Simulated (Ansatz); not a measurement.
C3H8Si⁺, that is SiH2Me(vinyl) with one electron fewer. The state is a doublet with charge 1. Geometry r2SCAN-D4/def2-SVP, that of the neutral singlet.

```xyz
12

Si    0.7985   -0.3414   -0.0384
H     1.3992    0.1671   -1.3115
H     1.9103   -0.6566    0.9157
C    -0.1901   -1.9102   -0.3572
H     0.4544   -2.7111   -0.7534
H    -0.9939   -1.7249   -1.0870
H    -0.6531   -2.2796    0.5719
C    -0.2787    1.0122    0.6786
C    -0.4967    2.1963    0.0848
H    -0.7741    0.8290    1.6443
H    -0.0343    2.4534   -0.8770
H    -1.1416    2.9657    0.5291
```

(1) Estimate the α-spin orbital energies around the gap (eV) in Ansatz with PBE-D4/def2-TZVP, r2SCAN-D4/def2-TZVP, PBE0-D4/def2-TZVP.

Answers

(1) 
```
orbital  PBE-D4/def2-TZVP  r2SCAN-D4/def2-TZVP  PBE0-D4/def2-TZVP
 HOMO−5            -15.22               -15.49             -16.54
 HOMO−4            -15.00               -15.27             -16.32
 HOMO−3            -14.26               -14.76             -15.83
 HOMO−2            -13.50               -13.85             -14.97
 HOMO−1            -13.37               -13.66             -14.50
   HOMO            -13.15               -13.40             -14.34
   LUMO             -8.06                -8.18              -7.38
 LUMO+1             -4.65                -4.12              -3.73
 LUMO+2             -4.49                -3.95              -3.51
 LUMO+3             -4.12                -3.60              -3.16
 LUMO+4             -3.46                -2.75              -2.67
 LUMO+5             -3.27                -2.53              -2.34
 β HOMO            -13.07               -13.28             -14.14
 β LUMO            -12.53               -12.38             -11.79
```
